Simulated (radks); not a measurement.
Results of a calculation; reference values are marked as such.
Exchange energies: the exact (Fock) value of the Kohn-Sham orbitals and density-functional approximations, as 100 (|E| - |E exact|)/|E exact|, negative where the magnitude is too small. Species: Cd [Kr] 4d10 5s2; Zn+ [Ar] 3d10 4s1; Eu56+ [He] 2s2 2p3. Level of theory: non-relativistic Kohn-Sham, PBE, spin-polarised, spherical densities, point nucleus (a radial shooting solver on a logarithmic mesh with Libxc functionals). Every spin shell is full or empty, so the densities are truly spherical. Functionals are evaluated on that one density, not self-consistently.

functional             Cd       Zn+     Eu56+
exact (hartree)  -148.776  -69.3147  -78.5578
LDA                 -4.89     -5.68     -9.47
PBE                 -0.39     -0.10     -1.02
PBEsol              -2.26     -2.38     -4.21
RPBE                -0.19     +0.21     -0.15
WC                  -0.84     -0.74     -2.27
EV93                -0.23     +0.52     +1.78
APBE                +0.36     +0.80     +0.18
r2SCAN              -0.07     +0.21     -0.23
MS2                 -0.54     -0.08     -0.10
Tao-Mo              -0.76     -0.29     -0.31
